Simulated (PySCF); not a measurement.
## How methods differ on the ionisation energy of Ge²⁺

Ge²⁺ [Ar] 3d10 4s2 (1S) → Ge³⁺ [Ar] 3d10 4s1 (2S), as a difference of total energies. Computed with PySCF 2.14 in x2c-TZVPall (6s5p4d1f, 48 functions), with scalar relativity by spin-free X2C-1e. Correlated levels: valence: [Ar] 3d10 frozen. The calculations carry no spin-orbit coupling.

Problem. Order these methods by the ionisation energy they give, lowest first.
A. MP2 (valence)
B. UHF
C. MN15
D. LDA

Solution. B (32.176 eV), A (32.935 eV), C (33.795 eV), D (34.793 eV).

Errors of the correlated levels include the incompleteness of this basis and the frozen core.

With two correlated electrons CCSD is exact in that space.

For comparison: 34.058 eV (measured; NIST Atomic Spectra Database, ionization energies).
